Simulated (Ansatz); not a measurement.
C2H6AlCl, relaxed with RKS PBE0-D4/def2-TZVP in Ansatz 0.2.0 from a PBE-D4/def2-SVP geometry. The force threshold is 0.005 eV/Å; the program also tests the step.

The species carries charge 0 and has multiplicity 1. The bonds changed during the relaxation, so this is another structure than the one it started from.

Start:

```xyz
10

C     0.603    0.974    0.841
C     0.413    0.115   -0.383
Al   -0.807   -1.451   -0.494
Cl   -1.066    0.794   -1.443
H     0.846    2.033    0.609
H    -0.276    0.949    1.515
H     1.465    0.552    1.404
H     1.258    0.182   -1.096
H    -1.840   -1.634    0.714
H    -0.596   -2.514   -1.667
```

(1) By how much does the energy fall, and how many steps does the optimiser take? (An estimate is asked.)

(2) Which bonds change most? (Estimate.)

(3) Give the relaxed structure. (An estimate is asked.)

Answers

(1) Computed: 3.91 kJ/mol, in 6 steps, 1 of them rejected.

(2) Computed: C2–Cl4 from 1.942 to 1.897 Å; Al3–Cl4 from 2.451 to 2.414 Å; C2–Al3 from 1.988 to 1.968 Å; C2–H8 from 1.108 to 1.089 Å.

(3) Computed: 
```xyz
10

C     0.601    0.969    0.835
C     0.406    0.112   -0.380
Al   -0.796   -1.442   -0.489
Cl   -1.045    0.778   -1.404
H     0.841    2.009    0.594
H    -0.272    0.954    1.490
H     1.445    0.555    1.398
H     1.237    0.175   -1.081
H    -1.823   -1.626    0.703
H    -0.594   -2.483   -1.664
```
